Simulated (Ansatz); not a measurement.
`C[SiH2]N` + `[NH2][GeH3]` → `N[SiH2][GeH2][NH2]` + CH₄  (formal exchange of groups at the Si–C bond)

Calculated with Ansatz (gas phase, PBE0-D4/def2-TZVP geometries, no zero-point term in ΔE). CBS: MP2 limit from def2 TZ/QZ plus the TZ coupled-cluster correction, frozen cores. This one scheme is used for every species. DFT in def2-TZVPP. B3LYP here is the variant with VWN-RPA as its local correlation; programs differ in this. For Ge outer-core shells are correlated without core-valence functions, which leaves a few kJ/mol of doubt a bond. Scalar relativity is left out up to krypton. One conformer a species, not always the lowest.

```
             level  ΔE (kJ/mol)  difference from CCSD(T)/CBS
            PBE-D4        -24.4                        -11.5
         r2SCAN-D4        -16.8                         -3.9
           PBE0-D4        -19.4                         -6.5
          B3LYP-D4        -17.5                         -4.6
           ωB97X-V        -11.1                          1.8
           ωB97M-V         -9.2                          3.7
            B2PLYP        -11.5                          1.4
               PBE        -21.6                         -8.7
            r2SCAN        -15.8                         -2.9
              PBE0        -16.5                         -3.6
             B3LYP        -13.1                         -0.2
     HF/def2-TZVPP          0.0                         12.9
    MP2/def2-TZVPP        -10.1                          2.8
SCS-MP2/def2-TZVPP         -8.4                          4.5
   CCSD/def2-TZVPP        -10.5                          2.4
CCSD(T)/def2-TZVPP        -12.5                          0.4
     HF/def2-QZVPP          1.5                         14.4
    MP2/def2-QZVPP         -9.8                          3.1
SCS-MP2/def2-QZVPP         -7.7                          5.2
      HF/CBS(def2)          1.7                         14.6
     MP2/CBS(def2)        -10.5                          2.4
    CCSD/CBS(def2)        -10.9                          2.0
       CCSD(T)/CBS        -12.9                            0
```

Largest T1 diagnostic among the species: 0.011.

The D4 term adds −4.5 kJ/mol with B3LYP and −2.8 kJ/mol with PBE0; it sums over pairs of atoms, weighted by their polarisabilities, and B3LYP, whose exchange is more repulsive, gets the larger term. From PBE to PBE0 (25 % exact exchange), in def2-TZVPP and without D4, ΔE moves by +5.0 kJ/mol.
